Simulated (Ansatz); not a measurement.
Species: KF (charge -1, doublet). 
Structure (B3LYP-D3(BJ)/def2-TZVP (Ansatz, an electronic-structure program) minimum search):
```
K
F 1 2.2949
```
Charge -1, spin multiplicity 2.

Parts of the frozen-core correlation energy in def2-SVP (Ansatz, hartree). Frozen orbitals: 10; correlated occupied orbitals by spin: 5 and 4; virtual: 23 and 24. Open shells are spin-unrestricted. Spin-orbit coupling is left out. No relativistic terms.

```
term                            value
-------------------------  ----------
reference (HF)             -698.46271
MP2 opposite-spin          (withheld)
MP2 same-spin              (withheld)
CCSD correlation             -0.20232
(T)                        (withheld)
CCSDT minus CCSD(T)          -0.00016
CCSDT(Q) minus CCSD(T)       -0.00068
T1 diagnostic                   0.018
largest doubles amplitude       0.043
<S^2> of the reference          0.750
```

Q: Complete the blanks.

A: 
- MP2 opposite-spin, value: -0.14484
- MP2 same-spin, value: -0.05601
- (T), value: -0.00187
